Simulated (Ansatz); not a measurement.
Input for Ansatz (an electronic-structure program): R-r2SCAN/def2-TZVPPD on HF (SMILES F). Files ending in .json are basis or fitting sets from the Basis Set Exchange.

Ansatz 0.2 input:
```yaml
crystal:
  periodic: [false, false, false]
  atoms:
    - {symbol: F, position_ang: [0.48255518, -0.31717282, -0.34942402]}
    - {symbol: H, position_ang: [0.35994762, -0.18489023, 0.57557568]}
basis:
  gaussian:
    orbitals: def2-TZVPPD.json
hamiltonian:
  xc: {name: r2SCAN}
scf: {lower_state_search: off}
```

The log:

```
WARN ansatz: RAYON_NUM_THREADS=1 ignored (pool sized by the plan → 1); use --threads N
Functional definition: r2SCAN
these checks for a lower state are left out or cut short: stability, starts, cluster_reference, orbital_swaps, neighbouring_geometries, increment
integrals: 0.00 GiB planned
256 factors; their error is unknown
mean field: 0.08 GiB planned
mean field evaluation 1: about -2731.8200 eV, gradient 3.3e1 eV
mean field evaluation 2: about -2728.4482 eV, gradient 6.0e1 eV
mean field evaluation 4: about -2733.3383 eV, gradient 3.8e-1 eV
mean field evaluation 8: about -2733.3372 eV, gradient 1.4e-3 eV
mean field -2733.33719742 eV, -100.4482892828 hartree, gradient 4.0e-7 eV, S^2 0.000000; 0 other end points of the search recorded, 0 dependent functions left out
reference -2733.33721055 eV, -100.4482897650 hartree; 5, 5 occupied and 52, 52 virtual orbitals, 256 factors
Total energy: -2733.33721055 eV, -100.4482897650 hartree
Checks for a lower state left out: stability, starts, cluster_reference, orbital_swaps, neighbouring_geometries, increment
```

Self-consistency was reached.

Cost: around 0.5 core-seconds (rough).
